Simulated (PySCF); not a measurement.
**Potential energy of YbN along the bond**

Set-up: PySCF, spin-free X2C with a Gaussian nucleus, basis sets Yb x2c-SVPall, N x2c-SVPall. Energies in eV from Yb (4f14 6s2) + N in their ground configurations at the same level. State: Ms = 0.5 determinant of mixed spin, about 13.9 electrons in the 4f shell (Mulliken).

All columns are PBE0. A positive dipole means Yb(−)N(+).

| R (Å) | E (eV) | μ (D) | Mulliken charge on Yb (basis-dependent) | HOMO (eV) | LUMO (eV) | Mayer bond order | ⟨S²⟩ |
| --- | --- | --- | --- | --- | --- | --- | --- |
| 1.781 | -0.587 | -3.62 | 0.35 | -4.48 | -2.58 | 2.44 | 1.57 |
| 1.864 | -0.834 | -3.74 | 0.37 | -4.40 | -2.37 | 2.14 | 1.55 |
| 1.947 | -1.012 | -3.99 | 0.38 | -4.36 | -2.08 | 1.83 | 1.51 |
| 2.009 | -1.082 | -4.11 | 0.40 | -4.38 | -2.10 | 1.70 | 1.52 |
| 2.071 | -1.103 | -4.24 | 0.41 | -4.41 | -2.11 | 1.57 | 1.53 |
| 2.133 | -1.084 | -4.38 | 0.42 | -4.45 | -2.14 | 1.46 | 1.54 |
| 2.216 | -1.010 | -4.60 | 0.43 | -4.51 | -2.19 | 1.34 | 1.56 |
| 2.320 | -0.856 | -4.93 | 0.44 | -4.40 | -2.27 | 1.23 | 1.58 |
| 2.444 | -0.612 | -5.37 | 0.45 | -4.14 | -2.37 | 1.14 | 1.60 |
| 2.610 | -0.235 | -5.96 | 0.46 | -3.78 | -2.52 | 1.05 | 1.63 |

A fit through these points gives, at Re = 2.070 Å, μ = -4.24 D and dμ/dR = -2.11 D/Å; the reduced mass is 12.96 u.

**Question.** How strong is the fundamental in the double-harmonic approximation, I = 42.26·(dμ/dR)²/μred km/mol?

**Answer.** I = 42.26·(-2.11)²/12.96 = 14.5 km/mol at PBE0.

⟨S²⟩ of the unrestricted solution departs from its pure value on part of the curve, where spin states mix. These are scalar-relativistic numbers at best; spin–orbit coupling would shift them, the dissociation energy most. With d or f electrons several states lie close, and the lowest PBE0 determinant need not be the measured ground state.
